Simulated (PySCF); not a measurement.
**Correlation energy of Cr²⁺ (chromium, charge +2)**

Starting occupation: [Ar] 3d4, 3d5/2 with m_j = -1/2, +1/2, +3/2, +5/2. Computed with PySCF 2.14 in x2c-TZVPall-2c with one added diffuse shell each of s, p, d type (7s8p5d1f, 63 functions), with X2C-1e with screened-nucleus spin-orbit coupling, Gaussian nucleus. Frozen: [Ne]; 12 electrons correlated; the 6 highest virtual spinors left out.

MP2 pair energies summed by pair of shells (mhartree):

```tsv
pair	energy	share (%)
3d-3p	-109.34	40.0
3p-3p	-86.39	31.6
3d-3d	-31.33	11.5
3p-3s	-25.81	9.4
3d-3s	-16.28	6.0
3s-3s	-4.18	1.5
```

Total MP2 correlation energy: -273.34 mhartree.

The GHF reference relaxed away from the jj start to a determinant that is no pure jj level (⟨S²⟩ = 6.00, ⟨J²⟩ = 20.00); the energies belong to that determinant.

This basis was not built for core-valence correlation, so the inner-shell part is incomplete.
